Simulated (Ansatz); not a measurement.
Basis sets compared for Ga₄O₁₂H₁₂, a hydroxylated oxide cluster. The state is a singlet with charge 0. Geometry r2SCAN-D4/def2-SVP. Ansatz on 2 threads of AMD EPYC 7R13 on a shared host and a share (18 GiB) of an NVIDIA H100 80GB HBM3; times are rough, and most runs start from earlier orbitals.

Cartesian coordinates in Å:
```
Ga -1.275 -0.449 0.026
Ga -0.632 0.772 2.597
Ga 1.760 -1.414 -0.926
Ga 0.168 1.111 -2.111
O 0.802 1.777 2.042
O -2.021 0.947 1.284
O -1.063 1.012 4.311
O -2.694 -1.574 -0.159
O 0.416 2.492 -3.206
O 0.299 0.898 -0.289
O -1.556 0.428 -1.849
O -0.361 -0.888 1.771
O 2.235 -0.971 0.775
O 1.613 -0.092 -2.342
O -0.088 -1.749 -0.902
O 2.689 -2.713 -1.740
H 1.102 2.484 2.624
H -2.267 1.814 0.937
H -1.729 0.390 4.630
H -3.372 -1.413 0.508
H -0.379 3.025 -3.333
H 0.627 1.479 0.451
H -2.014 -0.193 -2.432
H 0.592 -1.096 1.589
H 2.218 -0.016 0.941
H 1.993 -0.347 -3.194
H -0.449 -2.642 -0.821
H 3.387 -3.075 -1.181
```

The 6-31G sets use Cartesian d functions. Single mean-field runs in def2-TZVP are fitted with def2-universal-jkfit.

Binding counts from free atoms (Ga doublet, O triplet, H doublet) in the same basis, without a counterpoise term.

```tsv
level	functions	energy (Eh)	HOMO (eV)	LUMO (eV)	binding per atom (eV)	wall time
HF/STO-3G	144	-8497.0949	-3.69	7.70	–	4.3 s
HF/6-31G	248	-8597.4101	-12.05	1.77	2.41	5.5 s
PBE-D4/def2-SVP	356	-8606.1148	-5.67	-1.63	3.97	4.1 s
PBE0-D4/def2-SVP	356	-8606.2769	-7.44	-0.73	3.84	6.5 s
```

Estimate the rows for PBE-D4/def2-TZVP, PBE0-D4/def2-TZVP.


| level | functions | energy (Eh) | HOMO (eV) | LUMO (eV) | binding per atom (eV) | wall time |
| --- | --- | --- | --- | --- | --- | --- |
| PBE-D4/def2-TZVP | 636 | -8608.2087 | -6.05 | -1.98 | 3.92 | 3.8 s |
| PBE0-D4/def2-TZVP | 636 | -8608.3598 | -7.75 | -1.07 | 3.81 | 4.9 s |
